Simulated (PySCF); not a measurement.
# `CP1CCOCC1`: 4 charge schemes on one density

Compound: C5H11OP.
Structure used (GFN2-xTB), in Å, numbered top down from 1:
```
atom  x, y, z in Å
C1     2.428   -0.372   -0.069
P2     0.792   -0.240   -0.921
C3    -0.210   -1.331    0.210
C4    -1.682   -0.931    0.114
O5    -1.934    0.368    0.592
C6    -1.336    1.374   -0.189
C7     0.191    1.343   -0.141
H8     2.846   -1.359   -0.260
H9     2.334   -0.219    1.005
H10    3.103    0.374   -0.485
H11    0.133   -1.226    1.243
H12   -0.095   -2.372   -0.098
H13   -2.297   -1.589    0.734
H14   -2.018   -1.016   -0.933
H15   -1.711    2.316    0.223
H16   -1.674    1.286   -1.234
H17    0.529    1.409    0.896
H18    0.590    2.194   -0.699
```

Density: PBE0/pcSseg-1 (PySCF); schemes: Mulliken, IAO, Hirshfeld and ESP-fitted. The structure is a single GFN2-xTB conformer in the gas phase; no vibrational or solvent corrections.

**Question.** What partial charge does each atom carry?

**Answer.** In e:

```
atom                     environment  Mulliken     IAO  Hirshfeld  ESP-fitted
  C1  sp3 carbon bound to phosphorus    -0.473  -0.608     -0.167      -0.456
  P2            phosphine phosphorus    +0.262  +0.476     +0.139      -0.179
  C3  sp3 carbon bound to phosphorus    -0.430  -0.461     -0.126      -0.144
  C4      sp3 carbon bound to oxygen    +0.059  -0.050     -0.001      -0.120
  O5             cyclic ether oxygen    -0.501  -0.397     -0.149      -0.246
  C6      sp3 carbon bound to oxygen    +0.059  -0.050     -0.001      -0.199
  C7  sp3 carbon bound to phosphorus    -0.430  -0.461     -0.126      -0.073
  H8                 methyl hydrogen    +0.145  +0.155     +0.043      +0.178
  H9                 methyl hydrogen    +0.131  +0.139     +0.039      +0.107
 H10                 methyl hydrogen    +0.145  +0.155     +0.043      +0.170
 H11              methylene hydrogen    +0.139  +0.135     +0.035      +0.135
 H12              methylene hydrogen    +0.148  +0.149     +0.042      +0.123
 H13              methylene hydrogen    +0.126  +0.152     +0.046      +0.103
 H14              methylene hydrogen    +0.103  +0.114     +0.029      +0.117
 H15              methylene hydrogen    +0.126  +0.152     +0.046      +0.122
 H16              methylene hydrogen    +0.103  +0.115     +0.029      +0.134
 H17              methylene hydrogen    +0.139  +0.135     +0.035      +0.118
 H18              methylene hydrogen    +0.148  +0.149     +0.042      +0.109
```

Mean size of the charges over all atoms: IAO 0.225 e, Mulliken 0.204 e, ESP-fitted 0.157 e, Hirshfeld 0.063 e. Each set sums to the total charge, 0, to within 0.001 e. The Hirshfeld scheme divides the density at each point in proportion to the densities of the neutral, spherically averaged free atoms.

Lowest charge. The schemes don't all agree: Mulliken O5 (-0.501); IAO C1 (-0.608); Hirshfeld C1 (-0.167); ESP-fitted C1 (-0.456).

Highest charge. The schemes don't all agree: Mulliken P2 (+0.262); IAO P2 (+0.476); Hirshfeld P2 (+0.139); ESP-fitted H8 (+0.178).

**Question.** Sum the charges by element, for elements with more than one atom.

**Answer.** 
```
element  atoms  Mulliken     IAO  Hirshfeld  ESP-fitted
      C      5    -1.216  -1.630     -0.420      -0.991
      H     11    +1.455  +1.551     +0.429      +1.416
```

**Question.** How many electrons does the Hirshfeld scheme count on C3?

**Answer.** Z − q = 6 − (-0.126) = 6.126.

**Question.** How closely do the schemes follow one another over all atoms?

**Answer.** Correlation coefficient and root-mean-square difference: IAO with Hirshfeld 0.99, 0.199 e; Mulliken with Hirshfeld 0.98, 0.170 e; Mulliken with IAO 0.97, 0.075 e; Mulliken with ESP-fitted 0.70, 0.179 e; IAO with ESP-fitted 0.68, 0.206 e; Hirshfeld with ESP-fitted 0.66, 0.138 e.
